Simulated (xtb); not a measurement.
CS, charge +1, doublet, geometry from GFN2-xTB (a state made from the parent by changing its charge; the spin is typed, not shown lowest); xtb with GFN2-xTB.

The xtb input:
```
$ xtb mol.xyz --gfn 2 --chrg 1 --uhf 1 --json

# file mol.xyz
2

C     -0.00000000    -0.00000000    -1.07903369
S      0.00000000     0.00000000     0.40463763
```

### Question
Write the output that xtb gives for this input, abridged.

### Answer

```
   ID    Z sym.   atoms
    1    6 C      1
    2   16 S      2

           -------------------------------------------------
          |                Calculation Setup                |
           -------------------------------------------------

           -------------------------------------------------
          |                 G F N 2 - x T B                 |
           -------------------------------------------------

          ...................................................
          :                      SETUP                      :
          :.................................................:
          :  # basis functions                  14          :
          :  # atomic orbitals                  13          :
          :  # shells                            5          :
          :  # electrons                         9          :
          :  max. iterations                   250          :
          :  Hamiltonian                  GFN2-xTB          :
          :  restarted?                      false          :
          :  GBSA solvation                  false          :
          :  PC potential                    false          :
          :  electronic temp.          300.0000000     K    :
          :  accuracy                    1.0000000          :
          :  -> integral cutoff          0.2500000E+02      :
          :  -> integral neglect         0.1000000E-07      :
          :  -> SCF convergence          0.1000000E-05 Eh   :
          :  -> wf. convergence          0.1000000E-03 e    :
          :  Broyden damping             0.4000000          :
          :  net charge                          1          :
          :  unpaired electrons                  1          :
          ...................................................

 iter      E             dE          RMSdq      gap      omega  full diag
   1     -4.5056969 -0.450570E+01  0.181E+01    4.57       0.0  T
   2     -4.3569796  0.148717E+00  0.158E+01    3.04       1.0  T
   3     -4.7501589 -0.393179E+00  0.525E+00    3.64       1.0  T
   4     -4.7419473  0.821155E-02  0.304E+00    3.62       1.0  T
   5     -4.7509382 -0.899092E-02  0.148E+00    3.51       1.0  T
   6     -4.7474504  0.348788E-02  0.190E+00    3.64       1.0  T
   7     -4.7520587 -0.460831E-02  0.507E-01    3.59       1.0  T
   8     -4.7523492 -0.290549E-03  0.243E-01    3.58       1.0  T
   9     -4.7524324 -0.831472E-04  0.103E-02    3.57       6.9  T
[...]
         :: total energy              -4.682475409117 Eh    ::
[...]
         6                         -0.6004752             -16.3398 (LUMO)
         7                         -0.6004752             -16.3398
         8                         -0.3814080             -10.3786
         9                         -0.3146906              -8.5632
        10                         -0.3146906              -8.5632
        11                         -0.2000395              -5.4434
        12                         -0.2000395              -5.4434
        13                          0.8418078              22.9068
      -------------------------------------------------------------
                  HL-Gap            0.1312142 Eh            3.5705 eV
             Fermi-level           -0.7080788 Eh          -19.2678 eV

     #   Z          covCN         q      C6AA      α(0)
     1   6 C        0.976     0.051    34.370     9.845
     2  16 S        0.976     0.949   106.605    17.463

 Mol. C6AA /au·bohr⁶  :        261.944293
 Mol. C8AA /au·bohr⁸  :      10770.250984
 Mol. α(0) /au        :         27.308265

Wiberg/Mayer (AO) data.
largest (>0.10) Wiberg bond orders for each atom

 ---------------------------------------------------------------------------
     #   Z sym  total        # sym  WBO       # sym  WBO       # sym  WBO
 ---------------------------------------------------------------------------
     1   6 C    3.043 --     2 S    3.043
     2  16 S    3.043 --     1 C    3.043
 ---------------------------------------------------------------------------

Topologies differ in total number of bonds
Writing topology from bond orders to xtbtopo.mol

molecular dipole:
                 x           y           z       tot (Debye)
 q only:        0.000       0.000       0.621
   full:        0.000      -0.000       0.539       1.371
molecular quadrupole (traceless):
                xx          xy          yy          xz          yz          zz
 q only:       -0.384       0.000      -0.384       0.000       0.000       0.767
  q+dip:       -1.255       0.000      -1.255      -0.000      -0.000       2.510
   full:       -0.689       0.000      -0.689      -0.000      -0.000       1.378

           -------------------------------------------------
          | TOTAL ENERGY               -4.682475409117 Eh   |
          | GRADIENT NORM               0.000000007516 Eh/α |
          | HOMO-LUMO GAP               3.570521007519 eV   |
           -------------------------------------------------

normal termination of xtb
```
